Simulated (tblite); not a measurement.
FIn (SMILES [F][In]), singlet, geometry from GFN2-xTB (such geometries of metal compounds can be far from the true shape); GFN1-xTB run with tblite.

Here is a job for tblite.
```
$ tblite run mol.xyz --method gfn1 --charge 0 --spin 0 --grad --json tblite.json --no-restart

# file mol.xyz
2

In    -0.00000000    -0.00000000    -0.31421463
F      0.00000000     0.00000000     1.71072408
```

Question: What does tblite print? Leave out banner, timings and long lists.

Answer: 
```
xTB calculator
 | screened Coulomb repulsion
 | Coulomb electrostatics
 |  * isotropic Klopman-Ohno-Mataga-Nishimoto electrostatics
 |  * onsite third-order electrostatics
 | DFT-D3(BJ) dispersion correction

halogen bonding energy    0.0000000000000E+00 Eh
repulsion energy          1.2401987360174E-03 Eh
dispersion energy        -1.7561372886119E-04 Eh
number of electrons       1.0000000000000E+01 e
integral cutoff           4.0000000000000E+01 bohr

------------------------------------------------------------
  cycle        total energy    energy error   density error
------------------------------------------------------------
      1     -6.681563094652  -6.6826277E+00   5.5376103E-01
      2     -6.726940224143  -4.5377129E-02   2.5705590E-01
      3     -6.734735185282  -7.7949611E-03   7.1132171E-02
      4     -6.730355435124   4.3797502E-03   1.4684322E-01
      5     -6.737984330107  -7.6288950E-03   8.3298502E-03
      6     -6.737988101073  -3.7709657E-06   7.6724733E-03
      7     -6.738014388270  -2.6287197E-05   6.1122053E-04
      8     -6.738014553585  -1.6531484E-07   8.0798380E-06
------------------------------------------------------------

electronic energy        -6.7390791385925E+00 Eh
total energy             -6.7380145535853E+00 Eh

Post processing:
 | Mayer-Wiberg bond orders

[Info] Tight-binding results written to 'tblite.txt'
[Info] JSON dump of results written to 'tblite.json'
```
